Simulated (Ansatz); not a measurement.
Total energies of (FInO)3 ring (In3O3F3) from Ansatz at PBE0-D4/def2-TZVP, gas phase (1 Eh = 27.2114 eV = 2625.5 kJ/mol). The reference geometry is relaxed at r2SCAN-D4/def2-SVP.

```xyz
9

In   -1.003    0.603    1.624
F    -1.973    1.180    3.208
O     0.924    1.085    1.398
In    1.932    0.475   -0.217
F     3.813    0.926   -0.421
O     1.000   -0.604   -1.618
In   -0.931   -1.076   -1.409
F    -1.838   -2.112   -2.783
O    -1.926   -0.476    0.217
```

| state | geometry | energy (Eh) |
| --- | --- | --- |
| charge 0 singlet | reference | -1095.50153 |
| charge 1 doublet | reference | -1095.10965 |
| free In atom (doublet) | – | -190.11398 |
| free F atom (doublet) | – | -99.67617 |
| free O atom (triplet) | – | -75.01860 |

In the def2 sets In takes a core potential; there is no spin–orbit coupling.

(1) Work out the vertical ionisation energy to the doublet.

(2) What is the binding energy per atom against free atoms?

(1) E(charge 1 doublet) − E(charge 0 singlet) = -1095.10965 − (-1095.50153) = 0.39188 Eh = 10.66 eV. For comparison, −ε of the highest occupied level is 9.07 eV at this level, 1.59 eV less.

(2) Atoms: 3 × (-190.11398) + 3 × (-99.67617) + 3 × (-75.01860) = -1094.42625 Eh. Binding: -1094.42625 − (-1095.50153) = 1.07528 Eh = 29.26 eV, or 3.25 eV for each of 9 atoms (no zero-point energy, no counterpoise term).
